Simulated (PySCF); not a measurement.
**NbN(OH)₂, singlet: molecular constants**

These are results of PBE0/[Nb def2-SVP with ECP28, N def2-SVP, O def2-SVP, H def2-SVP], scalar-relativistic core potentials, density fitting, no spin–orbit coupling, PySCF, not measurements.

The structure is a minimum.

Z-matrix (Å, degrees; charge 0 multiplicity 1):
```
Nb
N  1 1.6573
O  1 1.9228 2 107.46
O  1 1.9228 2 107.46 3 128.32
H  3 0.9628 1 124.49 2 3.88
H  4 0.9628 1 124.49 2 -3.88
```

```
Point group                                                                   : Cs
Bond lengths                                                                  : Nb–N 1.657 Å, Nb–O 1.923 Å (×2), O–H 0.963 Å (×2)
Bond angles                                                                   : H–O–Nb 124.5° (×2), N–Nb–O 107.5° (×2), O–Nb–O 118.3°
Heat capacity Cp at 298.15 K                                                  : 81.3 J/(mol K)
Entropy at 298.15 K and 1 bar                                                 : 314.1 J/(mol K)
Principal polarisabilities                                                    : 29.1, 47.2, 47.4 bohr³
Enthalpy at 298.15 K above 0 K                                                : 16.59 kJ/mol
Principal quadrupole moments (Buckingham, traceless) about the centre of mass : -15.46, 5.77, 9.69 D Å
Atomisation energy without zero-point energy                                  : 2396 kJ/mol
Dipole moment                                                                 : 2.69 D
Rotational constants                                                          : 0.2529, 0.1545, 0.1099 cm⁻¹
Highest occupied level                                                        : -7.17 eV
Lowest empty level                                                            : -2.75 eV
Rotational symmetry number                                                    : 1
Zero-point energy                                                             : 80.2 kJ/mol
```

Harmonic modes (masses in u: Nb 92.906, N 14.003, O 15.995, H 1.008):
| symmetry | ω (cm⁻¹) | IR (km/mol) | μ (u) |
| --- | --- | --- | --- |
| a' | 132 | 11.7 | 5.40 |
| a' | 224 | 13.0 | 5.61 |
| a'' | 281 | 13.4 | 4.88 |
| a' | 552 | 240 | 1.15 |
| a'' | 553 | 4.0 | 1.22 |
| a'' | 624 | 289 | 1.43 |
| a' | 649 | 112 | 1.40 |
| a' | 699 | 55.4 | 4.85 |
| a'' | 722 | 98.5 | 4.05 |
| a' | 1137 | 118 | 15.60 |
| a'' | 3920 | 249 | 1.07 |
| a' | 3923 | 77.2 | 1.07 |

Charges (e):
```csv
atom,Mulliken,Löwdin,polar tensor,Mayer order to Nb1
Nb1,0.76,0.24,1.91,–
N2,-0.27,-0.12,-0.76,3.07
"O3,4",-0.47,-0.17,-0.89,1.18
"H5,6",0.23,0.11,0.32,0.02
```
Other Mayer orders above 0.3: O–H 0.94 (×2).

Mulliken populations on Nb1 (electrons outside its core potential): s 2.22, p 6.47, d 3.45, f 0.10.

Stability towards spin polarisation was not tested. Only a few start shapes were tried, so a lower isomer may exist.

The final relaxation and frequency run took 110 s on 2 threads of a shared Intel Xeon Platinum 8259CL @ 2.50GHz (Skylake/Cascade Lake) host, with 83 basis functions and 21 gradients; the process peaked at 1.3 GiB. Launch command: `OMP_NUM_THREADS=2 python axn.py task.json out`.
